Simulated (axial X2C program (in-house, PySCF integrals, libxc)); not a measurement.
Low determinants of SbAs at the PBE0 level, 2c

Computed with an in-house all-electron X2C program for linear molecules (integrals from PySCF). Two-component (2c) means X2C with spin–orbit coupling and atomic mean-field two-electron Coulomb and Gaunt terms. Basis: Sb dyall-cv3z [11s12p8d4f1g], As dyall-cv3z [9s9p6d4f1g] (cores contracted in-house); Gaussian nuclei, density fitting, unrestricted open shells. Masses: Sb 120.904 u, As 74.922 u.

Search at 2.286 Å (vertical energies from the lowest determinant):

```tsv
ΔE (eV)	state	electrons beyond evenly filled partner blocks	electrons in ±ω = 1/2, 3/2, 5/2, 7/2
0.00	Ω = 0	none	54 24 6 0
1.81	Ω = 1	ω = -1/2, ω = 3/2	55 23 6 0
2.07	Ω = 1	2 × ω = 1/2	54 24 6 0
2.10	Ω = 3	2 × ω = 3/2	54 24 6 0
2.19	Ω = 2	ω = 1/2, ω = 3/2	55 23 6 0
2.36	Ω = 1	ω = -1/2, ω = 3/2	53 25 6 0
2.70	Ω = 2	ω = 1/2, ω = 3/2	53 25 6 0
```

Lowest determinant, Ω = 0 (closed shell): Re = 2.280 Å, ωe = 372.3 cm⁻¹.

The determinant in row 2 of the search, Ω = 1 (⟨Sz⟩ = 1.00, ⟨Lz⟩ = 0.00 at PBE0), was followed along the bond at PBE0; measured from the minimum of the lowest determinant it gives:

Te = 1.510 eV (12179 cm⁻¹), Re = 2.474 Å, ωe = 276.1 cm⁻¹.

(1) Compare the bond of the determinant in row 2 with that of the lowest one.

The search compares states at one distance, so a state with another bond length can lie lower; it is not exhaustive and yields mostly the lowest determinant of each block pattern, so other components and higher states of one pattern are missing. These are energies of single determinants, not of spin-adapted states; PBE0 term energies can be off by some tenths of an eV, and the functional has no current term. Open-shell Ω = 0 determinants with evenly filled partner blocks cannot be reached by this program, so the Ω shown need not be the lowest component.

Answers

(1) At PBE0 its Re is 0.194 Å longer and its force constant, which goes as ωe², is 0.55 times that of the lowest determinant. T0 ≈ Te + Δωe/2 = 12179 + (-48) = 12131 cm⁻¹.
